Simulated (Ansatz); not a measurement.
FGaGeH5N (`[NH2][Ga]([F])[GeH3]`). Total charge 0; spin multiplicity 1. The structure was optimised at the PBE0-D4/def2-TZVP level. It is one conformer, not always the lowest.

```xyz
9

N    -0.285   -0.480    2.028
Ga    0.468    0.274    0.572
F     1.866    1.258    1.012
Ge   -0.155    0.116   -1.758
H    -1.092   -1.079    2.008
H     0.070   -0.338    2.959
H    -0.491    1.509   -2.312
H     1.004   -0.470   -2.578
H    -1.385   -0.790   -1.931
```

(1) What is the dipole moment at r2SCAN/def2-TZVPP? (Best estimate.)

(2) And with PBE, B3LYP, ωB97M-V? (Best estimate.)

(3) Give the Mulliken charges with r2SCAN, PBE, ωB97M-V in def2-TZVPP. (Estimate.)

Results:

(1) Ansatz gave: 2.66 D, with components (-2.14, -1.59, -0.04) D in this frame, pointing from negative to positive charge.

(2) Computed: PBE 2.62 D, B3LYP 2.70 D, ωB97M-V 2.66 D.

(3) Computed: 
```tsv
atom	r2SCAN	PBE	ωB97M-V
N1	-0.43	-0.36	-0.35
Ga2	0.63	0.50	0.63
F3	-0.40	-0.36	-0.40
Ge4	-0.12	-0.12	-0.20
H5	0.16	0.15	0.11
H6	0.17	0.16	0.12
H7	0.00	0.01	0.03
H8	0.00	0.01	0.03
H9	0.00	0.00	0.03
```

B3LYP here is the variant with VWN-RPA as its local correlation; programs differ in this.
